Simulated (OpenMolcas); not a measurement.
# Fe3+, Ru3+, Os3+: d5 down the group

```yaml
Program: OpenMolcas
Method: MS-CASPT2, IPEA 0.25 Eh, imaginary shift 0.1 Eh
Basis: ANO-RCC-VQZP
Scalar_Hamiltonian: DKH2, point nucleus
Spin-orbit_coupling: state interaction with AMFI integrals over the reference wave functions, term energies averaged over their components
```

Active space for each ion: 5 electrons in 10 orbitals (d d); closed shells correlated by CASPT2: Fe3+ 3s 3p; Ru3+ 4s 4p; Os3+ 5s 5p.

Computed levels in cm-1 above 6S 5/2:

```
                               Level   Fe3+   Ru3+   Os3+
                              4G 7/2  33420  23620  20900
                              4G 9/2  33460  23790  22790
                             4G 11/2  33460  23760  22140
                              4P 1/2  37040  27000  24180
                              4D 7/2  40170  28190  26900
                              4D 1/2  40210  28990  30290
                             2I 11/2  48740  34540  32130
                             2I 13/2  48830  35090  35190
                           2F 7/2(1)  53740  40160  44290
weight of 6S in the lowest level (%)    100     99     88
```

Mixed levels, with the weight of the term that names them: Ru3+ 4P 1/2 (72 %), Ru3+ 4D 1/2 (73 %), Ru3+ 2F 7/2(1) (69 %), Os3+ 4G 7/2 (68 %), Os3+ 4P 1/2 (60 %), Os3+ 4D 7/2 (70 %), Os3+ 4D 1/2 (65 %), Os3+ 2F 7/2(1) (59 %).

Measured, with the error of the calculation in %. Measured levels: Fe3+ from Corliss and Sugar, J. Phys. Chem. Ref. Data 11, 135 (1982).

```json
{"Level": "4G 11/2", "Fe3+": "32246 (+3.8)"}
{"Level": "4P 1/2", "Fe3+": "35407 (+4.6)"}
{"Level": "4D 7/2", "Fe3+": "38779 (+3.6)"}
{"Level": "4D 1/2", "Fe3+": "38897 (+3.4)"}
{"Level": "2F 7/2(1)", "Fe3+": "51394 (+4.6)"}
```

Without spin-orbit coupling 4G lies 33440, 23700, 21760 cm-1 above 6S in that order; the difference to the level 4G 7/2, of either sign, comes from spin-orbit coupling, which also lowers the zero.

CASPT2 breaks the degeneracy within a term, and the mean is taken; among the terms shown or strongly mixed into the levels shown the widest spread is 840 cm-1 (4d5 2I, Ru3+). Active for correlation alone: 4d; no level in the range computed is led by a configuration that fills it, so any true level of that kind is missing (holds for Fe3+). Active for correlation alone: 5d; no level in the range computed is led by a configuration that fills it, so any true level of that kind is missing (holds for Ru3+). Active for correlation alone: 6d; no level in the range computed is led by a configuration that fills it, so any true level of that kind is missing (holds for Os3+). Computed and measured levels are paired by configuration, term and J; levels that our copy of the source lacks, or whose pairing is in doubt (as where it misses far off the trend of its configuration), stay unpaired and out of the deviations. Only configurations of the active space appear.

A number in round brackets counts repeated terms of one configuration in the order of the reference energies.
